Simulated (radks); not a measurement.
Valence configurations of Cu II (all share [Ar]). Method: scalar-relativistic Kohn-Sham, PBEsol, spin-polarised, spherical densities, point nucleus; open shells are filled with parallel spins first; computed with a radial shooting solver on a logarithmic mesh with Libxc functionals. Energies are relative to 3d10; eigenvalues in eV for spin up.

valence          E (eV)  moment (Bohr magnetons)    e(3d)    e(4p)    e(4s)
3d10              0.000                        0  -13.642        -        -
3d9.5 4p0.5       4.007                        1  -17.227   -7.799        -
3d9 4s1           2.799                        2  -19.401        -  -14.220
3d9 4p1           8.922                        2  -21.021   -9.018        -
3d8 4p2          22.048                        4  -29.222  -11.147        -
3d8 4s2           9.829                        2  -26.213        -  -15.673
3d8.5 4s1 4p0.5   8.354                        3  -23.465   -9.325  -15.827
3d8 4s1 4p1      15.084                        4  -27.726  -10.425  -17.346

NIST lists [Ar] 3d10 as the ground configuration; this level of theory agrees among the configurations tried. The energies are those of spherical high-spin densities, not of single terms.
